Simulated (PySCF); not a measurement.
Hexafluorodisiloxane, SMILES F[Si](F)(F)O[Si](F)(F)F, CAM-B3LYP/def2-SVP optimised geometry.

```
9

F     -1.12    -3.78    -2.64
Si    -1.66    -2.29    -2.60
F     -1.19    -1.54    -3.92
F     -3.25    -2.32    -2.57
O     -1.09    -1.52    -1.30
Si    -0.54    -0.75     0.00
F     -1.05    -1.47     1.32
F     -1.05     0.75     0.00
F      1.05    -0.75     0.00
```

Density from CAM-B3LYP/def2-TZVP (PySCF 2.14.0) at that geometry.

Minimum of the electron density along straight lines between bonded atoms, close to the bond critical point (lines longer than 1.1 times the sum of covalent radii, or with two minima, are not listed):

| bond | length / Å | ρ at the minimum / e bohr⁻³ | ∇²ρ there / e bohr⁻⁵ | position (fraction from the first atom) |
|---|---|---|---|---|
| F1–Si2 | 1.586 | 0.147 | 1.03 | 0.58 |
| Si2–F3 | 1.586 | 0.147 | 1.03 | 0.42 |
| Si2–F4 | 1.586 | 0.147 | 1.03 | 0.42 |
| Si2–O5 | 1.612 | 0.144 | 0.93 | 0.42 |
| O5–Si6 | 1.612 | 0.144 | 0.93 | 0.58 |
| Si6–F7 | 1.586 | 0.147 | 1.03 | 0.42 |
| Si6–F8 | 1.586 | 0.147 | 1.03 | 0.42 |
| Si6–F9 | 1.586 | 0.147 | 1.03 | 0.42 |
